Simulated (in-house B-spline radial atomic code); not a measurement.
Configurations of the osmium ion Os⁷⁺, with energies counted from [Xe] 4f14 (5d3/2)1. Method: Dirac-Hartree-Fock, average of each configuration as written, Fermi nucleus of rms radius 5.4126 fm. Calculated with a B-spline radial code for spherical atoms. Energies include first-order Breit, QED and recoil terms.

Occupations are held fixed; configurations that lie above the ionisation limit could autoionise.

```json
{"configuration": "[Xe] 4f14 (5d5/2)1", "E - E(ref) (eV)": "1.6015", "highest orbital": "5d5/2", "its <r> (bohr)": "1.4"}
{"configuration": "[Xe] 4f14 6s1", "E - E(ref) (eV)": "19.236", "highest orbital": "6s1/2", "its <r> (bohr)": "2.063"}
{"configuration": "[Xe] 4f14 (7p1/2)1", "E - E(ref) (eV)": "58.67", "highest orbital": "7p1/2", "its <r> (bohr)": "3.806"}
{"configuration": "[Xe] 4f14 (5g9/2)1", "E - E(ref) (eV)": "65.798", "highest orbital": "5g9/2", "its <r> (bohr)": "3.356"}
{"configuration": "[Xe] 4f14 8s1", "E - E(ref) (eV)": "70.136", "highest orbital": "8s1/2", "its <r> (bohr)": "5.339"}
{"configuration": "[Xe] 4f14 (8d5/2)1", "E - E(ref) (eV)": "77.953", "highest orbital": "8d5/2", "its <r> (bohr)": "6.789"}
```

Q: Order these further configurations by energy, lowest first.
A. [Kr] (4d3/2)4 (4d5/2)5 4f14 5s2 5p6 (5d3/2)1 8s1
B. [Kr] (4d3/2)3 (4d5/2)6 4f14 5s2 5p6 (5d5/2)1 (7p1/2)1
C. [Xe] (4f5/2)5 (4f7/2)8 (5d3/2)1 (7g9/2)1
D. [Xe] (4f5/2)5 (4f7/2)8 (5d3/2)1 (9d5/2)1
E. [Xe] (4f5/2)6 (4f7/2)7 (5d3/2)1 7s1

A: E (114.37 eV), C (146.7 eV), D (147.67 eV), A (363.35 eV), B (368.14 eV).

Q: How far above the reference does [Xe] 4f14 (8g7/2)1 lie?

A: 87.173 eV; its least bound orbital is 8g7/2 with <r> = 10.55 bohr.
